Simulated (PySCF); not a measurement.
Computed shifts of a molecule C3H11NSi2, PBE/pcSseg-1 run with PySCF, GIAO, gas phase, atoms alike by connectivity averaged where their shifts nearly agree, in ppm (number of nuclei): ¹³C: 151.0 (1), 105.9 (1), 40.2 (1). ²⁹Si: -46.2 (1), -65.7 (1). ¹⁵N: 90.1 (1). ¹H: 5.33 (3), 4.91 (1), 4.75 (1), 4.70 (3), 3.07 (3). References: ¹³C against TMS (σ = 182.0 ppm); ²⁹Si against TMS (σ = 335.4 ppm); ¹⁵N against NH3 (σ = 267.0 ppm); ¹H against TMS (σ = 31.49 ppm), references at their B3LYP-D3(BJ)/def2-TZVP geometries, non-relativistic. The structure is a stationary point at B3LYP-D3(BJ)/def2-SVP. One conformer was computed; it need not be the lowest.

Problem. Which structure fits?
A. [SiH3][C@@H]1CCN1[SiH3]
B. C=C([SiH3])N(C)[SiH3]
C. CC/C=N/[SiH2][SiH3]
D. C=C[SiH2]NC[SiH3]

Solution. B, C=C([SiH3])N(C)[SiH3]
